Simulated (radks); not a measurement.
Results of a calculation; reference values are marked as such.
Question: Species: K3+. Configuration: [Ne] 3s2 3p4. Code: a radial shooting solver on a logarithmic mesh with Libxc functionals. Model: scalar-relativistic Kohn-Sham, exchange-only B88, spin-polarised, spherical densities, finite nucleus; open shells are filled with parallel spins first; Fermi nuclear charge, rms radius 3.4349 fm. Some entries of the table are withheld. Estimate them.

orbital  occ.  eigenvalue (eV)  r(max) (bohr)
1s up       1        -3566.809        0.05302
1s down     1        -3566.225        0.05301
2s up       1        -394.6713         0.3179
2s down     1        -394.1170         0.3180
2p up       3              (1)         0.2620
2p down     3              (2)         0.2623
3s up       1         -72.6094          1.050
3s down     1         -69.1973          1.051
3p up       3         -54.9907          1.102
3p down     1         -51.7476          1.106

Answer: 
(1) 2p up eigenvalue (eV): -321.8568
(2) 2p down eigenvalue (eV): -321.0885
